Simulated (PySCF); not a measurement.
# CaF⁻: frontier orbitals

RHF at R = 2.019 Å; PySCF, no relativity, basis sets Ca aug-pcseg-1, F aug-pcseg-1. State: ¹Σ⁺ (singlet), closed shell. Only the outer orbitals are listed, counted within each symmetry.

| orbital | occ. | ε (eV) | on Ca (%) | main shells (%) |
| --- | --- | --- | --- | --- |
| 6σ | 2 | -35.70 | 11 | 88 F s, 10 Ca p |
| 2π | 2 | -31.44 | 100 | 100 Ca p |
| 2π | 2 | -31.44 | 100 | 100 Ca p |
| 7σ | 2 | -30.84 | 89 | 89 Ca p, 11 F s |
| 8σ | 2 | -10.91 | 2 | 98 F p |
| 3π | 2 | -10.50 | 1 | 99 F p |
| 3π | 2 | -10.50 | 1 | 99 F p |
| 9σ | 2 | -0.66 | 100 | 86 Ca s, 12 Ca p |
| 10σ | 0 | 2.90 | 102 | 99 Ca s |
| 4π | 0 | 3.43 | 103 | 103 Ca p |
| 4π | 0 | 3.43 | 103 | 103 Ca p |

**Question.** Which are the highest filled and the lowest empty level, where do they sit, and how wide is the gap?

**Answer.** Highest filled 9σ at -0.66 eV (in %: 86 Ca s, 12 Ca p); lowest empty 10σ at 2.90 eV (in %: 99 Ca s); the gap at RHF is 3.56 eV. An empty level above zero is unbound, and its energy depends on the basis.

```
bond order (Mayer)                                                                                                : 0.11
⟨S²⟩                                                                                                              : 0.000
charge on Ca (Mulliken, basis-dependent)                                                                          : -0.09
charge on Ca (Löwdin, basis-dependent)                                                                            : -0.04
dipole moment (positive dipole points towards F; it is taken about the centre of mass and depends on that origin) : 4.70 D
polarisability along the bond                                                                                     : 357.3 bohr³
polarisability across the bond                                                                                    : 528.2 bohr³
```

Shares are Mulliken populations and can fall outside 0 to 100 %.
